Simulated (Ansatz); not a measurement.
The first iterations of a band of CH$_{3}$OSSi (7 atoms, charge -1, multiplicity 1).

Theory: RKS PBE0-D4/def2-SVP (Ansatz 0.2.0).

```
movable images  : 9
climbing image  : yes
spring          : 5.0 eV/Å²
optimiser       : quadratic models (default)
start path      : IDPP
force threshold : 0.05 eV/Å
iteration limit : 51
end points      : relaxed
```

Image 0:

```xyz
7
Properties=species:S:1:pos:R:3
O -1.410 0.338 -0.562
C -0.218 -0.286 -0.709
Si 1.209 0.425 0.376
S -0.091 -1.423 -1.909
H -1.293 0.882 0.235
H 0.209 0.934 1.471
H 1.594 -0.869 1.098
```

Image 10:

```xyz
7
Properties=species:S:1:pos:R:3
O -1.223 0.714 -0.544
C -0.175 -0.130 -0.449
Si 1.255 0.452 0.665
S -0.186 -1.438 -1.497
H -1.761 0.329 -1.263
H 0.420 0.973 1.844
H 1.670 -0.899 1.243
```

| iteration | highest image above the first end (eV) | largest band force component (eV/Å) |
| --- | --- | --- |
| 1 | 0.914 | 2.973 |
| 2 | 0.566 | 1.874 |

Q: Does the band converge within its limit, and where does its top end?

A: The run converged. It ended after 7 iterations with the highest image 0.542 eV above the first end. A vibrational analysis at the climbing image gives one clearly imaginary mode, 625i cm⁻¹: a first-order saddle point. Limits of this set-up: an anion without diffuse functions, the dipole of an ion depends on the origin.

The run took 3.3 min on 1 thread of Arm Neoverse V1, on a shared host, peak memory 0.16 GiB.
